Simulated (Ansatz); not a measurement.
**Energy profile**

The step: AsH₃ + GeH₄ → GeAsH₅ ([GeH3][AsH2]) + H₂; bonds formed: Ge1–As7, H2–H6; bonds broken: Ge1–H2, H6–As7 (atoms numbered as in the saddle structure below).

```xyz
9
angstrom
Ge -0.8431 0.9446 -0.2908
H -0.8831 -0.9062 -0.0752
H -1.8125 0.8038 -1.4867
H -1.6059 1.3749 0.9702
H 0.1743 2.0242 -0.6949
H -0.3331 -1.5586 0.4185
As 1.1978 -0.7139 0.7789
H 2.7120 -0.9574 1.0775
H 1.3935 -1.0114 -0.6974
```

Electronic energies by CCSD(T) at an estimated basis limit (MP2 extrapolated from triple and quadruple zeta, plus CCSD(T) − MP2 in triple zeta), on PBE0-D4/def2-TZVP structures; GeAsH₇, closed shell; no counterpoise correction. Ansatz 0.2.0; basis: def2-TZVPP and def2-QZVPP; cores frozen in the correlated methods. Filled d shells of the heavier atoms are correlated. The def2 sets are not built for correlating such inner shells, so the correlated values are less sure here. Extrapolation: Hartree–Fock as exp(−7.88 √X), correlation as X^−2.97.

Give the profile in kJ/mol, counted from the separated reactants. (An estimate is asked for; the value comes from the calculation.)

By the calculation:
| point | kJ/mol |
| --- | --- |
| separated: GeH₄ (Ge1, H2, H3, H4, H5; singlet) + AsH₃ (H6, As7, H8, H9; singlet) | 0.0 |
| start structure | -5.2 |
| saddle | 244.0 |
| end structure | -20.3 |
| separated: GeAsH₅ (linked as [GeH3][AsH2]; Ge1, H3, H4, H5, As7, H8, H9; singlet) + H₂ (H2, H6; singlet) | -18.3 |

The T1 diagnostic stays at or below 0.012. The end structure is not quite a true minimum (one mode of 29i cm⁻¹).

For scale, one of the runs: CCSD(T)/def2-TZVPP, 194 basis functions, launched by `ansatz run in.yaml --threads 4 --pin off --events-out ev --progress --plain --max-ram 9574MiB`. Hardware: 4 CPU threads of an Arm Neoverse V2, shared host. Wall time 52 s; peak host memory 2.2 GiB.
